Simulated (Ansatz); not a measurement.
Process, species as SMILES: CC[SiH2] → CC[SiH2-] (an electron is taken up)
Geometries: B3LYP-D3(BJ)/def2-TZVP minima from Ansatz (a quantum-chemistry and plane-wave program), one conformer each, not searched for the lowest.

Wanted: adiabatic electron affinity (electronic energy difference), positive where the reaction releases energy, in eV. Correlated levels leave the core frozen unless marked. Open shells are spin-unrestricted. No spin-orbit coupling. Non-relativistic. Anions need diffuse functions: aug- sets have them; the other sets have none. CBS(X,Y): correlation extrapolated as X^-3; Hartree-Fock from the larger set.

CCSD(T)/CBS(aug-cc-pV(T+d)Z,aug-cc-pV(Q+d)Z) (Ansatz) gives 1.16 eV.

### Question
Another calculation gave 1.05 eV. Which level was it?
A. BHLYP/def2-TZVPD (Ansatz)
B. B97M-V/def2-TZVPD (Ansatz)
C. BLYP/def2-TZVPD (Ansatz)

### Answer
C, BLYP/def2-TZVPD (Ansatz). The others give 1.25 (B97M-V), 0.88 (BHLYP) eV.
